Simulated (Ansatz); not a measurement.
C2H6N2, SMILES `[H]/N=C(/C)N` (charge 0, multiplicity 1).

Computed with frozen-core CCSD(T)/cc-pVDZ // B3LYP-D3(BJ)/def2-TZVP (Ansatz, a quantum-chemistry and plane-wave program).

Ansatz 0.2 input:
```yaml
crystal:
  periodic: [false, false, false]
  atoms:
    - { symbol: C, position_ang: [1.067127, -0.16416, -0.64394] }
    - { symbol: C, position_ang: [-0.037089, 0.230664, 0.298561] }
    - { symbol: N, position_ang: [0.224423, 0.95867, 1.311541] }
    - { symbol: N, position_ang: [-1.290717, -0.2174, -0.079289] }
    - { symbol: H, position_ang: [1.165874, -1.252035, -0.689581] }
    - { symbol: H, position_ang: [2.003335, 0.263572, -0.298615] }
    - { symbol: H, position_ang: [0.855629, 0.192908, -1.654309] }
    - { symbol: H, position_ang: [-0.611591, 1.156738, 1.863077] }
    - { symbol: H, position_ang: [-2.030419, -0.16923, 0.602174] }
    - { symbol: H, position_ang: [-1.346575, -0.999728, -0.709621] }
basis:
  gaussian: { orbitals: cc-pVDZ }
correlation:
  method: ccsd_t
```

Output:

```
Functional definition: HF
793 factors; integrals over basis functions are off by at most 1.3e-3 eV
mean field evaluation 1: about -5116.0633 eV, gradient 3.7e1 eV
mean field evaluation 2: about -5116.0650 eV, gradient 3.7e1 eV
mean field evaluation 4: about -5119.4530 eV, gradient 4.0e0 eV
mean field evaluation 8: about -5119.5151 eV, gradient 1.7e-1 eV
mean field evaluation 16: about -5119.5035 eV, gradient 1.7e0 eV
mean field -5119.51524608 eV, -188.1387151614 hartree, gradient 1.1e-6 eV, S^2 0.000000; 0 other end points of the search recorded, 0 dependent functions left out
4 core orbitals not correlated
reference -5119.51524608 eV, -188.1387151614 hartree; 12, 12 occupied and 70, 70 virtual orbitals, 793 factors
second order -16.60838713 eV of doubles, -0.00000000 eV of singles
cycle   1  -17.12636354 eV  change   -5.2e-1 eV  update   9.1e-2
cycle   2  -17.55943431 eV  change   -4.3e-1 eV  update   2.7e-2
cycle   3  -17.66795145 eV  change   -1.1e-1 eV  update   1.4e-2
cycle   4  -17.66340785 eV  change    4.5e-3 eV  update   3.5e-3
cycle   5  -17.66342955 eV  change   -2.2e-5 eV  update   1.4e-3
cycle   6  -17.66343221 eV  change   -2.7e-6 eV  update   4.1e-4
cycle   7  -17.66316372 eV  change    2.7e-4 eV  update   1.5e-4
cycle   8  -17.66313719 eV  change    2.7e-5 eV  update   4.6e-5
cycle   9  -17.66314350 eV  change   -6.3e-6 eV  update   1.8e-5
perturbative correction -0.56273859 eV, -0.0206802618 hartree
Total energy: -5137.74112817 eV, -188.8085039743 hartree
```
